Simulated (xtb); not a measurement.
xtb input (GFN1-xTB):

```bash
xtb mol.xyz --gfn 1 --opt tight --chrg 1 --uhf 0
```
mol.xyz:
```
3

O     -0.00000000    -0.00000000    -1.57305499
Sn     0.00000000     0.00000000     0.30243482
H     -0.00000000    -0.00000000    -2.53730097
```

Output:

```
           -------------------------------------------------
          |                Calculation Setup                |
           -------------------------------------------------

           -------------------------------------------------
          |                 G F N 1 - x T B                 |
           -------------------------------------------------

        Reference                      10.1021/acs.jctc.7b00118
      * Hamiltonian:
        H0-scaling (s, p, d)           1.850000    2.250000    2.000000
        zeta-weighting                 0.000000
      * Dispersion:
        s8                             2.400000
        a1                             0.630000
        a2                             5.000000
        s9                             0.000000
      * Repulsion:
        kExp                           1.500000
        rExp                           1.000000
      * Coulomb:
        alpha                          2.000000
        third order                    atomic
        anisotropic                    false
      * Halogen bond correction:
        rad-scale                      1.300000
        damping                        0.440000

          ...................................................
          :                      SETUP                      :
          :.................................................:
          :  # basis functions                  16          :
          :  # atomic orbitals                  15          :
          :  # shells                            7          :
          :  # electrons                        10          :
          :  # halogen bonds                     0          :
          :  max. iterations                   250          :
          :  Hamiltonian                  GFN1-xTB          :
          :  restarted?                      false          :
          :  GBSA solvation                  false          :
          :  PC potential                    false          :
          :  electronic temp.          300.0000000     K    :
          :  accuracy                    1.0000000          :
          :  -> integral cutoff          0.2500000E+02      :
          :  -> integral neglect         0.1000000E-07      :
          :  -> SCF convergence          0.1000000E-05 Eh   :
          :  -> wf. convergence          0.2000000E-04 e    :
          :  Broyden damping             0.4000000          :
          :  net charge                          1          :
          :  unpaired electrons                  0          :
          ...................................................

 iter      E             dE          RMSdq      gap      omega  full diag
   1     -7.3154716 -0.731547E+01  0.771E+00    6.77       0.0  T
   2     -7.3167042 -0.123259E-02  0.443E+00    6.53       1.0  T
   3     -7.3168737 -0.169558E-03  0.346E-01    6.57       1.0  T
   4     -7.3168927 -0.189569E-04  0.801E-02    6.53       1.0  T
   5     -7.3168974 -0.475018E-05  0.795E-03    6.53       7.3  T
   6     -7.3168974 -0.384566E-08  0.190E-03    6.53      30.5  T
   7     -7.3168974 -0.122322E-09  0.225E-06    6.53   25685.5  T
[...]
             Fermi-level           -0.6288676 Eh          -17.1124 eV

 SCC (total)                   0 d,  0 h,  0 min,  0.002 sec
 SCC setup                      ...        0 min,  0.000 sec (  3.847%)
 Dispersion                     ...        0 min,  0.000 sec (  1.636%)
 classical contributions        ...        0 min,  0.000 sec (  0.482%)
 integral evaluation            ...        0 min,  0.001 sec ( 35.107%)
 iterations                     ...        0 min,  0.000 sec ( 16.837%)
 molecular gradient             ...        0 min,  0.001 sec ( 37.219%)
 printout                       ...        0 min,  0.000 sec (  4.171%)

         :::::::::::::::::::::::::::::::::::::::::::::::::::::
         ::                     SUMMARY                     ::
         :::::::::::::::::::::::::::::::::::::::::::::::::::::
         :: total energy              -7.293465030653 Eh    ::
         :: gradient norm              0.000013199762 Eh/a0 ::
         :: HOMO-LUMO gap              6.593321718832 eV    ::
         ::.................................................::
         :: SCC energy                -7.318637765560 Eh    ::
         :: -> electrostatic           0.160103814700 Eh    ::
         :: repulsion energy           0.025603060640 Eh    ::
         :: dispersion energy         -0.000430325733 Eh    ::
         :: halogen bond corr.         0.000000000000 Eh    ::
         :: add. restraining           0.000000000000 Eh    ::
         :: total charge               1.000000000000 e     ::
         :::::::::::::::::::::::::::::::::::::::::::::::::::::

           -------------------------------------------------
          |                Property Printout                |
           -------------------------------------------------

    * Orbital Energies and Occupations

         #    Occupation            Energy/Eh            Energy/eV
      -------------------------------------------------------------
         1        2.0000           -1.2108083             -32.9478
         2        2.0000           -0.9628619             -26.2008
         3        2.0000           -0.7928021             -21.5732
         4        2.0000           -0.7500177             -20.4090
         5        2.0000           -0.7500177             -20.4090 (HOMO)
         6                         -0.5077176             -13.8157 (LUMO)
         7                         -0.5077176             -13.8157
         8                         -0.4396197             -11.9627
         9                         -0.3565095              -9.7011
        10                         -0.3565095              -9.7011
        11                         -0.2803919              -7.6299
        12                         -0.2707653              -7.3679
        13                         -0.2707653              -7.3679
        14                          0.1591530               4.3308
        15                          0.3604097               9.8072
      -------------------------------------------------------------
                  HL-Gap            0.2423001 Eh            6.5933 eV
             Fermi-level           -0.6288676 Eh          -17.1124 eV

  Mulliken/CM5 charges         n(s)   n(p)   n(d)
     1O    -0.57212 -0.80324   1.674  4.898  0.000
     2Sn    1.15294  1.21273   1.979  0.598  0.270
     3H     0.41918  0.59051   0.581  0.000  0.000

Wiberg/Mayer (AO) data.
largest (>0.10) Wiberg bond orders for each atom

 ---------------------------------------------------------------------------
     #   Z sym  total        # sym  WBO       # sym  WBO       # sym  WBO
 ---------------------------------------------------------------------------
     1   8 O    2.225 --     2 Sn   1.423     3 H    0.803
     2  50 Sn   1.440 --     1 O    1.423
     3   1 H    0.820 --     1 O    0.803
 ---------------------------------------------------------------------------

Topologies differ in total number of bonds
Writing topology from bond orders to xtbtopo.mol

 dipole moment from electron density (au)
     X       Y       Z
  -0.0000  -0.0000   1.1609  total (Debye):    2.951

           -------------------------------------------------
          |                Geometry Summary                 |
           -------------------------------------------------

      molecular mass/u    :      135.7174583
   center of mass at/Å    :       -0.0000000      -0.0000000       0.0533747
  moments of inertia/u·Å² :        0.1408204E-29   0.5593349E+02   0.5593349E+02
rotational constants/cm⁻¹ :        0.1197102E+32   0.3013871E+00   0.3013871E+00

 * 2 selected distances

     #   Z          #   Z                                           value/Å
     1   8 O        2  50 Sn                                      1.8672475 (max)
Note: The following floating-point exceptions are signalling: IEEE_UNDERFLOW_FLAG IEEE_DENORMAL
normal termination of xtb
     1   8 O        3   1 H                                       0.9568480 (min)

 * 2 distinct bonds (by element types)

   Z      Z             #   av. dist./Å        max./Å        min./Å
   1 H    8 O           1     0.9568480     0.9568480     0.9568480
   8 O   50 Sn          1     1.8672475     1.8672475     1.8672475

optimized geometry written to: xtbopt.xyz

           -------------------------------------------------
          | TOTAL ENERGY               -7.293465030653 Eh   |
          | GRADIENT NORM               0.000013199762 Eh/α |
          | HOMO-LUMO GAP               6.593321718832 eV   |
           -------------------------------------------------

------------------------------------------------------------------------
------------------------------------------------------------------------
 total:
 SCF:
 ANC optimizer:
```

It need not be the lowest isomer of its formula.
